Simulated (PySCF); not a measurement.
C2H3O3, SMILES COC([O])=O (connectivity only; charge and spin as stated), charge -1, multiplicity 1.

Geometry: B3LYP-D3(BJ)/def2-SVPD. The multiplicity is an assumed one; other spin states were not compared. The isomer is the one that the SMILES or the coordinates give; other isomers of the formula were not compared.

Method: PySCF with r2SCAN/def2-SVPD.

Gas-phase values at a fixed geometry.

- total energy: -303.39776 hartree
- point group: Cs
- highest occupied level: -0.31 eV
- lowest empty level: 4.62 eV
- orbital gap: 4.94 eV
- dipole moment about the centre of nuclear charge: 4.65 D
- mean static polarisability: 47.2 bohr³ (6.99 Å³)
- polarisability, principal values: 35.7, 47.2, 58.7 bohr³
